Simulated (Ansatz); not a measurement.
thionyl fluoride (F2OS), singlet, geometry from GFN2-xTB. Base run: HF/cc-pVDZ (Ansatz, a first-principles code).

Here is a job for Ansatz.
Ansatz 0.2 input:
```yaml
crystal:
  periodic: [false, false, false]
  atoms:
    - {symbol: O, position_ang: [1.36431422, -0.14953623, -0.37776966]}
    - {symbol: S, position_ang: [0.20253837, -0.00630885, 0.40783444]}
    - {symbol: F, position_ang: [-0.66691673, 1.26541662, -0.23549748]}
    - {symbol: F, position_ang: [-0.90587522, -1.12127979, -0.15374626]}
basis:
  gaussian:
    orbitals: cc-pVDZ
hamiltonian:
  xc: hf
```

Each row names what was changed in the base input (with any setting that the change needs).

| change | E (Eh) |
|---|---|
| base | -671.18942 |
| functional = PBE0-DH | -672.59031 |
| functional = lc_wpbe | -672.78005 |
| functional = cam_b3lyp | (withheld) |
| functional = B97M-V | -672.86288 |
| functional = B2GP-PLYP | (withheld) |
| functional = B2PLYP | -672.71335 |
| functional = SVWN5 | -669.91977 |
| functional = pbe0 | (withheld) |
| functional = wB97X-V | -672.89637 |
| functional = b3lyp5 | -672.90547 |
| functional = BHLYP | -672.92825 |
| functional = wB97X | (withheld) |

Q: Fill in the missing entries.

A: 
- functional = cam_b3lyp, E (Eh): -672.99200
- functional = B2GP-PLYP, E (Eh): -672.60291
- functional = pbe0, E (Eh): -672.65257
- functional = wB97X, E (Eh): -672.98497

Totals shift with the method and basis; they matter in differences.
